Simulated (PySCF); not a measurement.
**CH6AlNO2**

The system: CH6AlNO2, a small molecule; neutral, singlet. The structure, one conformer, was relaxed in the gas phase by PBE0-D3(BJ)/def2-SVP. No frequency run checks that it is a minimum.

SMILES: C[NH][Al]([OH])[OH]

Coordinates in Å:
```
O1      1.058    2.254    0.948
Al2     0.348    0.723    0.733
O3     -0.063   -0.199    2.098
N4      0.000    0.005   -0.846
C5     -0.604   -1.286   -1.081
H6      1.333    2.863    0.264
H7      0.075    0.084    3.002
H8      0.215    0.497   -1.706
H9     -1.566   -1.220   -1.625
H10     0.049   -1.969   -1.657
H11    -0.814   -1.781   -0.121
```

Shieldings: GIAO PBE0/pcSseg-2. Shifts are against computed references at the same level: C TMS (σ 184.1 ppm), H TMS (σ 31.24 ppm). Core levels by delta-SCF with SCAN, pcX-2 on the ionised atom and pcseg-1 elsewhere, spin-free X2C (2p3/2 is the spin-free 2p value less a third of a first-order spin-orbit splitting); from the vacuum level, for chosen atoms.

Problem. Give the NMR and core-level values of the distinct atoms.

Solution. 
```tsv
atoms	bonded to	σ (ppm)	δ (ppm)	core level (eV)
O1	1 Al + 1 H	317.6	-	1s 537.96
Al2	1 N + 2 O	448.4	-	2p3/2 80.26
O3	1 Al + 1 H	325.7	-	1s 537.90
N4	1 Al + 1 C + 1 H	246.3	-	1s 404.09
C5	1 N + 3 H	151.5	32.7	1s 291.41
H6	1 O	30.56	0.69	-
H7	1 O	30.48	0.76	-
H8	1 N	31.39	-0.15	-
H9 H10 H11	1 C	28.45	2.80	-
```

Values are those of this one static structure, with the three H of a rotating XH3 group averaged; atoms that internal rotation interchanges would show their mean in an NMR spectrum.

Problem. By CAM-B3LYP/def2-SVPD (TDDFT singlets, Tamm-Dancoff triplets, ionisation by delta-SCF), where does absorption start, and what does vertical ionisation take?

Solution. The lowest singlet lies at 5.20 eV (f 0.014), the strongest of the first 6 at 7.23 eV (f 0.103), the lowest triplet at 4.92 eV; vertical ionisation takes 9.06 eV.

The 3 runs behind this took 92 s in all, one thread each of Arm Neoverse V1 on a shared host, launched as `OMP_NUM_THREADS=1 python cluster_run.py task.json out`.
